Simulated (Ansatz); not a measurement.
CH4BFO2 (`COB(O)F`). Total charge 0; spin multiplicity 1.

Cartesian coordinates in Å:
```
C -0.008 -0.534 1.253
O 0.431 -0.796 -0.065
B 0.214 0.062 -1.076
O -0.442 1.243 -0.910
F 0.672 -0.282 -2.284
H -0.692 -1.327 1.560
H -0.516 0.430 1.328
H 0.857 -0.539 1.919
H -0.516 1.743 -1.726
```

What are the harmonic wavenumbers in cm⁻¹ at PBE0-D4/def2-TZVP (Ansatz, finite differences of forces, unscaled)? (An estimate is asked.)

Ansatz gave: 30i, 156, 249, 436, 506, 511, 678, 829, 997, 1134, 1191, 1212, 1420, 1443, 1497, 1502, 1554, 3052, 3128, 3140, 3907.
